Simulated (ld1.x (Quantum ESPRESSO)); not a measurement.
**Scattering properties, PAW potential for neon (Ne)**

* Element: Ne
* Generator: ld1.x (Quantum ESPRESSO) 7.5
* Type: PAW
* Functional: PBEsol
* Relativity: scalar-relativistic
* Frozen core: [He]
* Valence charge: 8
* Reference configuration: 2s2 2p6
* Partial waves: 2s (bound): rcut 0.70, rcutus 0.80 bohr; 2s channel at -2.35 Ry: rcut 0.70, rcutus 0.80 bohr; 2p (bound): rcut 0.90, rcutus 1.05 bohr; 2p channel at -0.79 Ry: rcut 0.90, rcutus 1.05 bohr
* Local potential: all-electron potential smoothed inside 0.90 bohr (lloc = -1)
* Core correction: Bessel-smoothed model core inside 0.55 bohr
* Augmentation charge: GAUSS, radius 0.80 bohr

The phase is arctan(r·u′/u) with u = r·R(r), unwrapped; energies in Ry, scanned from -5 to 5 Ry. A pole is an energy at which the radial function vanishes at the test radius. The pseudo phase is shifted by a multiple of π to meet the all-electron one at the reference energy, and phase errors are pseudo minus all-electron; the curves can meet again beyond the range given. Levels narrower than the energy grid can be missing from the lists of poles.

**Question.** For each channel, where are the poles, and over which energies does the pseudopotential scatter like the atom?

**Answer.**

| channel | radius (bohr) | reference energy (Ry) | poles, all-electron | poles, pseudo | unbroken range about the reference energy with phases within 0.05 rad | phase error 1 Ry above the reference energy (rad) |
| --- | --- | --- | --- | --- | --- | --- |
| s | 1.15 | -2.66 | 0.68 | 0.67 | the whole range | -0.000 |
| p | 1.15 | -0.98 | 1.79 | 1.78 | the whole range | -0.000 |

Phases in the p channel:

| E (Ry) | all-electron | pseudo |
| --- | --- | --- |
| -5.00 | 1.092 | 1.092 |
| -4.48 | 1.044 | 1.044 |
| -3.96 | 0.979 | 0.979 |
| -3.44 | 0.888 | 0.887 |
| -2.92 | 0.749 | 0.748 |
| -2.40 | 0.523 | 0.522 |
| -1.88 | 0.148 | 0.147 |
| -1.36 | -0.372 | -0.372 |
| -0.84 | -0.836 | -0.836 |
| -0.32 | -1.132 | -1.132 |
| 0.20 | -1.311 | -1.311 |
| 0.72 | -1.426 | -1.427 |
| 1.24 | -1.507 | -1.508 |
| 1.76 | -1.568 | -1.568 |
| 2.28 | -1.616 | -1.617 |
| 2.80 | -1.657 | -1.657 |
| 3.32 | -1.692 | -1.693 |
| 3.84 | -1.725 | -1.725 |
| 4.36 | -1.756 | -1.756 |
| 4.88 | -1.787 | -1.785 |
